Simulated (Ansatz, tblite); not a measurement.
Cost and result up the ladder for `C#Cc1ccc(C#Cc2ccc(C#Cc3ccc(C#Cc4ccc(C#Cc5ccc(C#Cc6ccc(C#Cc7ccccc7)cc6)cc5)cc4)cc3)cc2)cc1` (86 atoms). Total charge 0; singlet. Geometry: PBE-D4/def2-SVP.

```xyz
86

C    16.698    5.354   16.742
C    15.865    5.077   15.887
C    14.894    4.754   14.891
C    15.244    4.740   13.515
C    14.296    4.426   12.543
C    12.958    4.111   12.906
C    11.992    3.790   11.916
C    11.151    3.512   11.057
C    10.183    3.192   10.070
C     8.860    2.824   10.440
C     7.910    2.509    9.473
C     8.238    2.549    8.090
C     7.268    2.230    7.105
C     6.422    1.953    6.250
C     5.446    1.635    5.270
C     5.737    1.758    3.883
C     4.778    1.450    2.923
C     3.483    1.002    3.303
C     2.504    0.689    2.326
C     1.649    0.417    1.477
C     0.664    0.107    0.505
C    -0.586   -0.452    0.888
C    -1.555   -0.755   -0.065
C    -1.320   -0.512   -1.446
C    -2.309   -0.817   -2.416
C    -3.172   -1.081   -3.258
C    -4.166   -1.382   -4.224
C    -3.976   -1.053   -5.594
C    -4.954   -1.346   -6.540
C    -6.168   -1.983   -6.162
C    -7.166   -2.278   -7.126
C    -8.035   -2.534   -7.964
C    -9.036   -2.827   -8.926
C    -8.867   -2.459  -10.289
C    -9.850   -2.744  -11.233
C   -11.047   -3.413  -10.859
C   -12.049   -3.704  -11.821
C   -12.920   -3.957  -12.657
C   -13.926   -4.247  -13.621
C   -13.766   -3.851  -14.975
C   -14.757   -4.138  -15.919
C   -15.924   -4.822  -15.538
C   -16.095   -5.218  -14.200
C   -15.110   -4.936  -13.248
C   -11.215   -3.784   -9.497
C   -10.232   -3.498   -8.552
C    -6.358   -2.312   -4.792
C    -5.380   -2.019   -3.845
C    -0.069    0.046   -1.829
C     0.901    0.347   -0.876
C     3.192    0.878    4.690
C     4.151    1.189    5.650
C     9.560    2.917    7.719
C    10.511    3.230    8.687
C    12.610    4.125   14.285
C    13.558    4.440   15.256
H    17.433    5.599   17.496
H    16.276    4.981   13.224
H    14.577    4.417   11.480
H     8.595    2.790   11.507
H     6.890    2.226    9.771
H     6.735    2.103    3.577
H     5.014    1.550    1.854
H    -0.780   -0.642    1.954
H    -2.518   -1.187    0.244
H    -3.041   -0.561   -5.898
H    -4.796   -1.085   -7.597
H    -7.945   -1.940  -10.590
H    -9.708   -2.453  -12.283
H   -12.851   -3.316  -15.270
H   -14.620   -3.825  -16.965
H   -16.702   -5.046  -16.283
H   -17.007   -5.754  -13.897
H   -15.239   -5.245  -12.201
H   -12.136   -4.302   -9.195
H   -10.374   -3.789   -7.502
H    -7.292   -2.805   -4.487
H    -5.539   -2.278   -2.788
H     0.124    0.238   -2.895
H     1.864    0.778   -1.185
H     2.194    0.532    4.996
H     3.914    1.090    6.720
H     9.825    2.951    6.652
H    11.531    3.513    8.389
H    11.578    3.884   14.577
H    13.279    4.449   16.320
```

Ansatz on 4 threads of AMD EPYC 7R13 on a shared host and a share (37 GiB) of an NVIDIA H100 80GB HBM3; xTB runs through tblite on one thread. Times are rough, summed over both states, and most runs start from the orbitals of an earlier one. r2SCAN0-D4/def2-SVP serves as the yardstick here, not as an exact answer. The other state is a doublet.

The xTB rows come from tblite. Single mean-field runs in def2-SVP are fitted with def2-universal-jkfit.

Raw xTB energies of ions are shifted by several eV.

| level | functions | wall time |
| --- | --- | --- |
| GFN2-xTB | 254 | 0.93 s |
| GFN1-xTB | 284 | 1.2 s |
| PBE-D4/def2-SVP (with forces) | 934 | 18 s |
| PBE0-D4/def2-SVP (with forces) | 934 | 30 s |
| r2SCAN0-D4/def2-SVP | 934 | 38 s |

Question: Estimate what each level gives for the vertical IE (eV).

Answer: 
```tsv
level	vertical IE (eV)	difference from r2SCAN0-D4/def2-SVP (eV)
GFN2-xTB	10.72	4.23
GFN1-xTB	11.69	5.20
PBE-D4/def2-SVP (with forces)	5.93	-0.56
PBE0-D4/def2-SVP (with forces)	6.42	-0.07
r2SCAN0-D4/def2-SVP	6.49	0.00
```
